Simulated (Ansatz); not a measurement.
Two isomers of CH7GeSi: A = `[SiH2][CH2][GeH3]`•, B = `[CH3][GeH][SiH3]`•.

Program: Ansatz. Geometries: PBE0-D4/def2-TZVP. ΔE: electronic, gas phase. CCSD(T)/CBS is the MP2 limit (def2-TZVPP, def2-QZVPP) plus CCSD(T) − MP2 in def2-TZVPP, frozen cores. DFT in def2-TZVPP. B3LYP here is the variant with VWN-RPA as its local correlation; programs differ in this. Open shells (•) are unrestricted, without spin–orbit coupling. For Ge outer-core shells are correlated without core-valence functions, which leaves a few kJ/mol of doubt a bond. Scalar relativity is left out up to krypton.

A:

Z-matrix (Å, degrees):
```
C
Ge 1 1.967
Si 1 1.868 2 112.7
H 1 1.093 2 108.1 3 121.9
H 1 1.093 2 108.1 3 -121.9
H 2 1.538 1 109.6 3 -59.7
H 2 1.541 1 110.3 3 -179.8
H 2 1.538 1 109.6 3 60.1
H 3 1.491 1 111.1 2 61.1
H 3 1.491 1 111.1 2 -60.8
```

B:

```xyz
10

C     1.182    1.103    0.857
Ge   -0.353   -0.121    0.926
Si   -0.842   -1.210   -1.126
H     1.395    1.494    1.852
H     0.958    1.941    0.192
H     2.064    0.582    0.482
H    -1.581    0.607    1.523
H    -1.985   -2.140   -0.930
H     0.348   -1.994   -1.551
H    -1.187   -0.262   -2.225
```

Q: Which isomer does CCSD(T)/CBS put lower? Give the gap. (An estimate is asked.)

A: Computed: B, by 49.0 kJ/mol.

Q: Give E(B) − E(A) in kJ/mol with PBE-D4, B2PLYP, B3LYP, CCSD(T)/def2-TZVPP, MP2/def2-TZVPP, PBE0-D4, B3LYP-D4. (Best estimate.)

A: Computed: PBE-D4 -53.8, B2PLYP -52.6, B3LYP -57.5, CCSD(T)/def2-TZVPP -47.6, MP2/def2-TZVPP -44.2, PBE0-D4 -52.5, B3LYP-D4 -53.7. None reverses the order clearly.

Q: Does the order hold for the free energy at 298.15 K (harmonic terms from PBE0-D4)? (Best estimate.)

A: Computed: Yes: G(B) − G(A) = -43.8 kJ/mol.

Largest T1 diagnostic: 0.013.

Leaving LDA and LC-ωPBE aside and taking each functional with its dispersion term where it has one, the values, not all of them listed here, spread over 13.1 kJ/mol, from ωB97M-V to B97M-V. LDA lies +9.5 kJ/mol from PBE without D4. The D4 term adds +3.9 kJ/mol with B3LYP and +1.9 kJ/mol with PBE0; it sums over pairs of atoms, weighted by their polarisabilities, and B3LYP, whose exchange is more repulsive, gets the larger term.
